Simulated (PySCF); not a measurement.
**UHF on Br⁻ (bromine, charge -1)**

Configuration: [Kr], closed-shell 1S. Calculation: PySCF 2.14, in aug-cc-pVTZ-PP with ECP10MDF; scalar relativity through the core potential.

```json
{"Total energy": "-415.577867 hartree", "One-electron energy": "-738.0262 hartree", "Hartree (Coulomb) energy": "352.4803 hartree", "Exchange energy": "-30.0320 hartree", "⟨S²⟩": "0.0000", "⟨L²⟩": "0.000", "Sum of ⟨r⟩": "27.63 bohr", "Sum of ⟨r²⟩": "52.64 bohr²"}
```

| shell | electrons | mean orbital energy (eV) | rms radius, mean of both spins (bohr) |
| --- | --- | --- | --- |
| 3s | 2 | -259.13 | 0.590 |
| 3p | 6 | -197.83 | 0.609 |
| 3d | 10 | -76.772 | 0.644 |
| 4s | 2 | -19.383 | 1.89 |
| 4p | 6 | -3.739 | 2.53 |

Energies and moments cover only the electrons outside the core potential.
